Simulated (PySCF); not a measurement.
Radial density of K²⁺ (potassium, charge +2)

M06-L, [Ne] 3s2 3p5, 2P determinant. All numbers are calculated (PySCF 2.14, scalar relativity by spin-free X2C-1e, in x2c-TZVPall).

```json
{"r (bohr)": "0.00163", "4πr²ρ (e/bohr)": "0.1760", "4πr²(ρα − ρβ)": "0.0000"}
{"r (bohr)": "0.00274", "4πr²ρ (e/bohr)": "0.4545", "4πr²(ρα − ρβ)": "0.0000"}
{"r (bohr)": "0.00462", "4πr²ρ (e/bohr)": "1.153", "4πr²(ρα − ρβ)": "0.0001"}
{"r (bohr)": "0.00777", "4πr²ρ (e/bohr)": "2.798", "4πr²(ρα − ρβ)": "0.0002"}
{"r (bohr)": "0.0131", "4πr²ρ (e/bohr)": "6.294", "4πr²(ρα − ρβ)": "0.0006"}
{"r (bohr)": "0.0220", "4πr²ρ (e/bohr)": "12.41", "4πr²(ρα − ρβ)": "0.0017"}
{"r (bohr)": "0.0370", "4πr²ρ (e/bohr)": "19.67", "4πr²(ρα − ρβ)": "0.0063"}
{"r (bohr)": "0.0622", "4πr²ρ (e/bohr)": "22.01", "4πr²(ρα − ρβ)": "0.0261"}
{"r (bohr)": "0.105", "4πr²ρ (e/bohr)": "16.89", "4πr²(ρα − ρβ)": "0.0927"}
{"r (bohr)": "0.176", "4πr²ρ (e/bohr)": "17.95", "4πr²(ρα − ρβ)": "0.2023"}
{"r (bohr)": "0.296", "4πr²ρ (e/bohr)": "22.60", "4πr²(ρα − ρβ)": "0.1476"}
{"r (bohr)": "0.498", "4πr²ρ (e/bohr)": "10.18", "4πr²(ρα − ρβ)": "0.0166"}
{"r (bohr)": "0.837", "4πr²ρ (e/bohr)": "5.500", "4πr²(ρα − ρβ)": "0.6579"}
{"r (bohr)": "1.41", "4πr²ρ (e/bohr)": "5.099", "4πr²(ρα − ρβ)": "0.7374"}
{"r (bohr)": "2.37", "4πr²ρ (e/bohr)": "0.7266", "4πr²(ρα − ρβ)": "0.0962"}
{"r (bohr)": "3.98", "4πr²ρ (e/bohr)": "0.01015", "4πr²(ρα − ρβ)": "0.0009"}
{"r (bohr)": "6.70", "4πr²ρ (e/bohr)": "1.797e-05", "4πr²(ρα − ρβ)": "0.0000"}
```

Densities and radii are taken from the X2C orbitals without a picture-change correction, which distorts them close to the nucleus.
